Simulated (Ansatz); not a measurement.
A nudged elastic band was laid between two geometries of AsH₃In (5 atoms, charge 0, multiplicity 2).

These are results of UKS PBE/def2-SVPD in Ansatz, not measurements.

```
movable images  : 9
climbing image  : yes
spring          : 5.0 eV/Å²
optimiser       : fire
start path      : IDPP
force threshold : 0.05 eV/Å
iteration limit : 60
end points      : relaxed
largest step    : 0.5 Å
```

Initial state:

```xyz
5
Properties=species:S:1:pos:R:3
As -0.119 -1.284 0.275
In 0.577 1.332 0.470
H -1.428 -1.060 1.055
H -0.807 -0.924 -1.062
H 1.777 1.937 -0.739
```

Final state:

```xyz
5
Properties=species:S:1:pos:R:3
As -0.106 -1.305 0.109
In 0.630 1.150 -0.784
H -0.926 -0.583 1.201
H -1.326 -1.353 -0.829
H 1.728 2.090 0.303
```

Problem. What changes between the two ends?

Solution. No bond is made or broken. The dihedral H4–As1–In2–H5 goes from -68 to 160°. The two ends are copies of one structure, up to a mirror image or an exchange of like atoms.

Problem. What energy profile does the band end with?

Solution. The run converged. The highest image is number 5 of 0 to 10, 0.032 eV above the ends, which have the same energy within 2 meV. Another band between the same ends (9 images) ends at a top of the same energy, where a vibrational analysis finds 1 clearly imaginary mode.

```json
{"image": "0", "path coordinate (Å)": "0.00", "energy (eV)": "0.000", "dihedral H4–As1–In2–H5 (°)": "-68"}
{"image": "1", "path coordinate (Å)": "0.22", "energy (eV)": "0.004", "dihedral H4–As1–In2–H5 (°)": "-80"}
{"image": "2", "path coordinate (Å)": "0.44", "energy (eV)": "0.013", "dihedral H4–As1–In2–H5 (°)": "-93"}
{"image": "3", "path coordinate (Å)": "0.65", "energy (eV)": "0.022", "dihedral H4–As1–In2–H5 (°)": "-107"}
{"image": "4", "path coordinate (Å)": "0.87", "energy (eV)": "0.030", "dihedral H4–As1–In2–H5 (°)": "-121"}
{"image": "5", "path coordinate (Å)": "1.09", "energy (eV)": "0.032", "dihedral H4–As1–In2–H5 (°)": "-134"}
{"image": "6", "path coordinate (Å)": "1.31", "energy (eV)": "0.030", "dihedral H4–As1–In2–H5 (°)": "-148"}
{"image": "7", "path coordinate (Å)": "1.53", "energy (eV)": "0.023", "dihedral H4–As1–In2–H5 (°)": "-162"}
{"image": "8", "path coordinate (Å)": "1.74", "energy (eV)": "0.013", "dihedral H4–As1–In2–H5 (°)": "-175"}
{"image": "9", "path coordinate (Å)": "1.96", "energy (eV)": "0.004", "dihedral H4–As1–In2–H5 (°)": "172"}
{"image": "10", "path coordinate (Å)": "2.18", "energy (eV)": "0.000", "dihedral H4–As1–In2–H5 (°)": "160"}
```

Problem. What is the geometry of the highest image?

Solution. 
```xyz
5
Properties=species:S:1:pos:R:3
As -0.070 -1.245 0.201
In 0.315 1.425 -0.230
H -1.126 -0.914 1.276
H -1.150 -1.261 -0.901
H 2.031 1.995 -0.345
```

The run took 3.6 min on 2 threads of Intel(R) Xeon(R) Platinum 8488C (Sapphire Rapids) (shared host), peak memory 0.19 GiB.
